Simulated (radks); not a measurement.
The numbers below are computed, except where a source is named.
Dynamic dipole polarisability and lines of the praseodymium ion Pr5+, [Xe]. Level of theory: scalar-relativistic Kohn-Sham, LB94 model potential, spin-polarised, spherical densities, finite nucleus; Fermi nuclear charge, rms radius of each element as measured or else 0.836 A^(1/3) + 0.57 fm (a radial shooting solver on a logarithmic mesh with Libxc functionals). Time-dependent linear response with the Hartree and adiabatic LDA kernel, continuum included through the Sternheimer equations, no spin-orbit coupling, so fine structure and intercombination lines are absent. Lines are the poles of the dipole polarisability below minus the highest occupied eigenvalue, found on a grid refined at the orbital gaps; the lowest seven at most are given, and weak or close lines can be missed. The first line takes the name of the lowest orbital gap if no other gap lies below it; otherwise a line is named after a gap within 0.6 % of it, if that gap stands alone.

| photon energy (eV) | alpha (bohr^3) |
|---|---|
| 0 | 4.621 |
| 4.153 | 4.681 |
| 9.691 | 4.974 |
| 15.228 | 5.617 |
| 20.766 | 6.915 |
| 26.303 | 10.34 |
| 31.841 | 30.13 |
| 37.379 | -71.17 |
| 42.916 | -7.213 |
| 48.454 | -3.467 |
| 53.991 | -1.007 |
| 59.529 | -2.196 |
| 65.066 | 1.419 |
| 70.604 | -0.7780 |
| 76.142 | -0.5906 |
| 81.679 | -3.365 |

Lines (eV, oscillator strength): 34.009 (36.46 nm, 5p-5d), f = 5.09; 37.109 (33.41 nm, unassigned), f = 1.52; 55.048 (22.52 nm, unassigned), f = 0.140; 57.410 (21.60 nm, 5p-7s), f = 0.192; 65.170 (19.02 nm, unassigned), f = 0.0434; 66.747 (18.58 nm, unassigned), f = 0.0753; 81.626 (15.19 nm, 5s-7p), f = 0.0346. Higher lines, where found, are left out when the end of the mesh affects them. Those listed give 90 % of the static polarisability (sum of f/w^2). Orbital energy gaps for comparison: 5p-5d 27.607 eV; 5p-6s 36.884 eV; 5p-6d 54.259 eV; 5p-7s 57.367 eV; 5s-6p 65.045 eV.
